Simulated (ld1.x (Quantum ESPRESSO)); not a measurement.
potassium (K): one change to a TM potential, before and after

- Element: potassium
- Generator: ld1.x (Quantum ESPRESSO) 7.5
- Type: norm-conserving Troullier–Martins (Kleinman–Bylander form)
- Functional: PBE
- Relativity: scalar-relativistic
- Frozen core: [Ne] 3s2
- Valence charge: 7
- Reference configuration: 3p6 4s1 4p0
- Partial waves: 3p (bound): rc 2.05 bohr; 3d channel at 0.05 Ry: rc 3.65 bohr; 4s (bound): rc 3.40 bohr
- Local potential: the s channel
- Core correction: Bessel-smoothed model core, default radius (core density twice the valence density)

All-electron outer shells of the reference configuration (PBE, scalar-relativistic, ld1.x):

| shell | level (eV) | outermost node (bohr) | outermost maximum (bohr) |
| --- | --- | --- | --- |
| 2p | -280.12 | – | 0.26 |
| 3s | -35.34 | 0.48 | 1.08 |
| 3p | -18.81 | 0.45 | 1.15 |
| 4s | -2.32 | 1.59 | 4.18 |
| 4p | -0.80 | 1.88 | 5.71 |

Change: all radii but the core radius scaled by about 1.30 (s 4.42, p 2.66, d 4.74 bohr).

Cutoffs: the cutoffs (Ry, on a coarse ladder) from which the occupation-weighted sum of valence levels, in a spherical-Bessel basis at the reference potential, stays within 10 and 1 mRy of its value at 400 Ry; they do not see the model core or the augmentation charge, which bear on the density cutoff. Errors are all-electron minus pseudo energies relative to the spin-unpolarised reference configuration.

Problem. Predict the effect on cutoff, ghosts and configuration errors.

Solution. The potential gets softer (25 Ry and 40 Ry → 21 Ry and 35 Ry); of the 4 tests that both files solve, the error grows in 1 and shrinks in 1 by more than 15 % and 0.3 meV (median size 79.6 → 83.4 meV); neither file shows a bound ghost. A larger radius leaves more room for a smooth pseudo-wave, so fewer plane waves are needed.

| quantity | base | changed |
| --- | --- | --- |
| cutoff, loose | 25 Ry | 21 Ry |
| cutoff, tight | 40 Ry | 35 Ry |
| loose cutoff by channel (10 mRy a level) | p 21 Ry, s 6 Ry | p 18 Ry, s 6 Ry |
| bound ghosts | none | none |
| error for 3p6 4s0 4p0, meV [ΔE 4.31 eV] | -0.4 | -3.3 |
| error for 3p6 4s0.5 4p0, meV [ΔE 1.64 eV] | +0.3 | +0.6 |
| error for 3p6 4s0 4p1, meV [ΔE 1.55 eV] | -159 | -164 |
| error for 3p5 4s1 4p0, meV [ΔE 24.93 eV] | -339 | -174 |
